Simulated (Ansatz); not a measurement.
Terrylene (C₃₀H₁₆). The state is a triplet with charge 0. Geometry r2SCAN-D4/def2-SVP, that of the neutral singlet; atoms count from 1.

```csv
atom,x (Å),y (Å),z (Å)
C1,0.291,-4.559,3.241
C2,-0.839,-5.146,2.707
C3,-1.568,-4.491,1.682
C4,-2.731,-5.079,1.123
C5,-3.430,-4.427,0.124
C6,-2.996,-3.177,-0.347
C7,-1.856,-2.550,0.168
C8,-1.396,-1.245,-0.318
C9,-2.074,-0.554,-1.327
C10,-1.642,0.685,-1.790
C11,-0.504,1.312,-1.275
C12,-0.053,2.617,-1.766
C13,-0.733,3.310,-2.774
C14,-0.293,4.560,-3.240
C15,0.839,5.146,-2.706
C16,1.568,4.491,-1.682
C17,2.732,5.079,-1.123
C18,3.430,4.427,-0.125
C19,2.997,3.177,0.346
C20,1.856,2.549,-0.168
C21,1.397,1.245,0.318
C22,2.075,0.554,1.326
C23,1.643,-0.685,1.790
C24,0.504,-1.312,1.275
C25,0.052,-2.617,1.767
C26,0.732,-3.309,2.776
C27,-1.121,-3.211,1.202
C28,-0.224,-0.642,0.240
C29,0.224,0.642,-0.240
C30,1.121,3.211,-1.202
H31,0.853,-5.065,4.032
H32,-1.190,-6.119,3.064
H33,-3.061,-6.053,1.496
H34,-4.326,-4.881,-0.307
H35,-3.576,-2.697,-1.136
H36,-2.971,-0.982,-1.777
H37,-2.222,1.164,-2.580
H38,-1.631,2.883,-3.222
H39,-0.855,5.066,-4.030
H40,1.189,6.120,-3.063
H41,3.062,6.053,-1.496
H42,4.327,4.881,0.306
H43,3.577,2.696,1.136
H44,2.973,0.981,1.775
H45,2.224,-1.165,2.579
H46,1.629,-2.881,3.225
```

Single mean-field runs in def2-TZVP are fitted with def2-universal-jkfit. At PBE0-D4/def2-TZVP a singlet of charge 0 lies 1.12 eV below the triplet at the same geometry.

Problem. Estimate the Mulliken populations of the heavy atoms from the PBE0/def2-TZVP orbitals of Ansatz.

Solution. 
```tsv
atom	charge (e)	spin (α − β)
C1	-0.11	-0.12
C2	-0.22	0.27
C3	0.19	-0.12
C4	-0.22	0.27
C5	-0.11	-0.12
C6	-0.20	0.27
C7	0.10	-0.07
C8	0.21	0.21
C9	-0.31	0.07
C10	-0.31	0.07
C11	0.21	0.21
C12	0.10	-0.07
C13	-0.20	0.27
C14	-0.11	-0.12
C15	-0.22	0.27
C16	0.19	-0.12
C17	-0.22	0.27
C18	-0.11	-0.12
C19	-0.20	0.27
C20	0.10	-0.07
C21	0.21	0.21
C22	-0.31	0.07
C23	-0.31	0.07
C24	0.21	0.21
C25	0.10	-0.07
C26	-0.20	0.27
C27	-0.05	0.02
C28	0.10	-0.10
C29	0.10	-0.10
C30	-0.05	0.02
```
Mulliken values depend strongly on the basis.

Problem. Where does the spin sit?

Solution. Summed by element: C 2.11, H -0.11, of 2 unpaired in all. Largest on single atoms: C26 0.27, C19 0.27, C6 0.27.

Problem. And the Mayer bond orders between heavy atoms (over 0.3)?

Solution. C1–C2 1.42 (1.38 Å); C1–C26 1.38 (1.40 Å); C2–C3 1.23 (1.42 Å); C3–C4 1.23 (1.42 Å); C3–C27 1.26 (1.44 Å); C4–C5 1.42 (1.38 Å); C5–C6 1.38 (1.40 Å); C6–C7 1.35 (1.40 Å); C7–C8 1.12 (1.47 Å); C7–C27 1.24 (1.43 Å); C8–C9 1.16 (1.40 Å); C8–C28 1.26 (1.43 Å); C9–C10 1.62 (1.39 Å); C10–C11 1.16 (1.40 Å); C11–C12 1.12 (1.47 Å); C11–C29 1.26 (1.43 Å); C12–C13 1.35 (1.40 Å); C12–C30 1.24 (1.43 Å); C13–C14 1.38 (1.40 Å); C14–C15 1.42 (1.38 Å); C15–C16 1.23 (1.42 Å); C16–C17 1.23 (1.42 Å); C16–C30 1.26 (1.44 Å); C17–C18 1.42 (1.38 Å); C18–C19 1.38 (1.40 Å); C19–C20 1.35 (1.40 Å); C20–C21 1.12 (1.47 Å); C20–C30 1.24 (1.43 Å); C21–C22 1.16 (1.40 Å); C21–C29 1.26 (1.43 Å); C22–C23 1.62 (1.39 Å); C23–C24 1.16 (1.40 Å); C24–C25 1.12 (1.47 Å); C24–C28 1.26 (1.43 Å); C25–C26 1.35 (1.40 Å); C25–C27 1.24 (1.43 Å); C28–C29 1.20 (1.44 Å).
